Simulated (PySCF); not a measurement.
Si(eta1-allyl)2H2, C₆H₁₂Si.
Z-matrix (Å and degrees, PBE0-D3(BJ)/def2-SVP geometry), rows numbered from 1:
```
Si
C   1  1.8971
C   2  1.4923  1  112.05
C   3  1.3354  2  125.77  1   105.23
H   2  1.1043  1  107.40  3  -122.02
H   2  1.1031  1  107.97  3   122.62
H   3  1.0978  2  115.85  1   -72.51
H   4  1.0951  3  121.55  2     2.05
H   4  1.0927  3  121.34  2  -177.97
C   1  1.8972  2  110.60  3   175.27
C  10  1.4925  1  112.00  2   175.55
C  11  1.3355 10  125.65  1   103.56
H  10  1.1042  1  107.47  2    53.50
H  10  1.1031  1  107.84  2   -61.86
H  11  1.0978 10  115.87  1   -74.10
H  12  1.0951 11  121.59 10     2.13
H  12  1.0927 11  121.32 10  -177.94
H   1  1.4962  2  109.68  3    54.81
H   1  1.4961  2  109.22  3   -63.87
```

Lines to be assigned: C 1s: 289.80 (area 2), 290.25 (area 2), 290.50 (area 2) eV; Si 1s: 1845.99 eV; Si 2p3/2: 106.22 eV.

Computed, not measured: PySCF, delta-SCF UKS SCAN, pcX-2 on the ionised atom, pcseg-1 elsewhere, spin-free X2C. One conformer (not necessarily the lowest) at the PBE0-D3(BJ)/def2-SVP geometry, without solvent, vibrations or thermal averaging.

Problem. Which carbon gives which C 1s line?

Solution. 289.80 eV: C4/C12 (carbon bonded to C and 2 H); 290.25 eV: C2/C10 (carbon bonded to C, Si and 2 H); 290.50 eV: C3/C11 (carbon bonded to 2 C and H). Lowest listed C 1s: C4/C12, bonded to C and 2 H. Highest, 0.70 eV above it: C3/C11, bonded to 2 C and H. The widest gap between neighbouring values is 0.45 eV, between 289.80 and 290.25 eV.

Bonded neighbours of each site: Si1: 2 C and 2 H; C2/C10: C, 2 H and Si; C3/C11: 2 C and H; C4/C12: C and 2 H.

Problem. Which effective nuclear charge Zeff reproduces each element's mean 1s value in the hydrogen-like formula E = 13.606 eV × Zeff²?

Solution. C (Z = 6): mean 290.2 eV, Zeff = 4.62, Z − Zeff = 1.38; Si (Z = 14): mean 1846.0 eV, Zeff = 11.65, Z − Zeff = 2.35. Means run over the listed sites, weighted by atom count.

The first atom of each set that the bonding makes equivalent was ionised and stands for the set. The unrestricted hole states depart most from a pure doublet (⟨S²⟩ = 0.75; over 0.85 named) for C 1s of C3/C11 (0.86), which makes this value less certain. Spin–orbit and ligand-field terms were added within each 2p shell after the spin-free SCF. 2p1/2 minus 2p3/2 (ligand field included): Si 0.62 eV.
